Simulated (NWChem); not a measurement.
Basis-set convergence for CH4O2Si

```xyz
8

O     -1.3741     1.1089     0.0000
C     -1.3590    -0.0930     0.0000
O     -0.2476    -0.8373     0.0000
Si     1.3012    -0.0803     0.0000
H     -2.2663    -0.7337     0.0000
H      1.4692     0.7367    -1.2280
H      1.4692     0.7367     1.2280
H      2.2383    -1.2295     0.0000
```
Charge 0, spin multiplicity 1.

Everything below was run with NWChem. The geometry was optimised at B3LYP/def2-SVP, a minimum by its harmonic frequencies. It is one conformer; others weren't searched.

Quantity: vertical ionisation energy at the level ΔB3LYP (Δ: difference of total energies, the cation a doublet at the parent's geometry with its hole in an orbital of symmetry a' (Cs labels); it is the state that the SCF runs reached, from PBE0 orbitals for Hartree-Fock references, and need not be the lowest).

B3LYP has NWChem's definition, with VWN1-RPA local correlation. The Pople sets run with spherical d functions. The structure started from a generated list of species. The stability of the SCF solutions was not checked.

The cost column gives rough processor time relative to STO-3G; each entry includes its own SCF.

```json
[
 {"basis": "STO-3G", "functions": "28", "vertical ionisation energy (eV)": "7.96", "relative cost": "1"},
 {"basis": "3-21G", "functions": "48", "vertical ionisation energy (eV)": "[?]", "relative cost": "under 3"},
 {"basis": "6-31G*", "functions": "68", "vertical ionisation energy (eV)": "[?]", "relative cost": "under 3"},
 {"basis": "cc-pVDZ", "functions": "80", "vertical ionisation energy (eV)": "[?]", "relative cost": "under 3"},
 {"basis": "pcseg-1", "functions": "80", "vertical ionisation energy (eV)": "11.15", "relative cost": "under 3"},
 {"basis": "6-31+G*", "functions": "84", "vertical ionisation energy (eV)": "11.15", "relative cost": "4"},
 {"basis": "6-311G**", "functions": "104", "vertical ionisation energy (eV)": "11.06", "relative cost": "under 3"},
 {"basis": "def2-SVPD", "functions": "122", "vertical ionisation energy (eV)": "11.19", "relative cost": "3"}
]
```

Question: Some entries are withheld; supply them.

Answer: 
- 3-21G, vertical ionisation energy (eV): 10.85
- 6-31G*, vertical ionisation energy (eV): 10.94
- cc-pVDZ, vertical ionisation energy (eV): 10.89
